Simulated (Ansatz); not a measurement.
Reaction (substitution at a C–C bond): `OCCC[SiH3]` + H₂Se → `OC[SeH]` + `CC[SiH3]`

Gas-phase electronic energies from Ansatz, PBE0-D4/def2-TZVP geometries. CBS: MP2 limit from def2 TZ/QZ plus the TZ coupled-cluster correction, frozen cores. Functionals use def2-TZVPP. B3LYP here is the variant with VWN-RPA as its local correlation; programs differ in this. For Se outer-core shells are correlated without core-valence functions, which leaves a few kJ/mol of doubt a bond. Scalar relativity is left out up to krypton. Each species was taken in one conformer, which may not be the lowest.

`OCCC[SiH3]`:

Z-matrix (Å, degrees):
```
C
C 1 1.512
O 1 1.414 2 108.4
H 1 1.099 2 109.4 3 -121.1
H 1 1.100 2 110.0 3 121.0
C 2 1.527 1 113.7 3 -58.8
H 2 1.095 1 108.3 3 63.3
H 2 1.095 1 107.9 3 178.5
H 3 0.959 1 108.8 2 175.2
Si 6 1.878 2 115.7 1 -60.9
H 6 1.095 2 109.7 1 177.9
H 6 1.094 2 109.7 1 61.4
H 10 1.489 6 112.5 2 68.3
H 10 1.488 6 109.9 2 -171.5
H 10 1.491 6 110.4 2 -52.0
```

H₂Se:

Cartesian coordinates in Å:
```
Se 0.295 -0.612 0.082
H 0.225 0.611 0.889
H -0.520 0.001 -0.972
```

`OC[SeH]`:

Z-matrix (Å, degrees):
```
C
Se 1 1.972
O 1 1.389 2 115.1
H 1 1.089 2 105.2 3 -117.8
H 1 1.093 2 106.5 3 126.5
H 2 1.469 1 94.9 3 -93.9
H 3 0.961 1 109.0 2 57.7
```

`CC[SiH3]`:

Cartesian coordinates in Å:
```
C -0.344 0.122 -1.373
C -0.609 0.355 0.112
Si 0.727 -0.350 1.226
H -1.139 0.544 -1.994
H -0.278 -0.944 -1.604
H 0.597 0.582 -1.687
H -1.566 -0.090 0.405
H -0.697 1.426 0.322
H 2.044 0.268 0.910
H 0.847 -1.820 1.024
H 0.417 -0.094 2.659
```

(1) Is it downhill or uphill in electronic energy at CCSD(T)/CBS, and by how much? (Best estimate.)

(2) What do these levels give: r2SCAN-D4, PBE0-D4, B3LYP-D4, PBE, PBE0, B3LYP, MP2/def2-TZVPP, CCSD(T)/def2-TZVPP, HF/def2-QZVPP, SCS-MP2/def2-QZVPP, MP2/CBS(def2), CCSD/CBS(def2)? (An estimate is asked.)

Largest T1 diagnostic among the species: 0.010.

## Answers

(1) Ansatz gave: Uphill: ΔE = +9.2 kJ/mol.

(2) The calculation gave: r2SCAN-D4 3.7, PBE0-D4 5.7, B3LYP-D4 3.7, PBE -4.1, PBE0 2.3, B3LYP -1.6, MP2/def2-TZVPP 7.4, CCSD(T)/def2-TZVPP 9.7, HF/def2-QZVPP 9.4, SCS-MP2/def2-QZVPP 6.8, MP2/CBS(def2) 6.9, CCSD/CBS(def2) 10.6 kJ/mol.

The D4 term adds +5.3 kJ/mol with B3LYP and +3.4 kJ/mol with PBE0; it sums over pairs of atoms, weighted by their polarisabilities, and B3LYP, whose exchange is more repulsive, gets the larger term. From PBE to PBE0 (25 % exact exchange), in def2-TZVPP and without D4, ΔE moves by +6.5 kJ/mol.
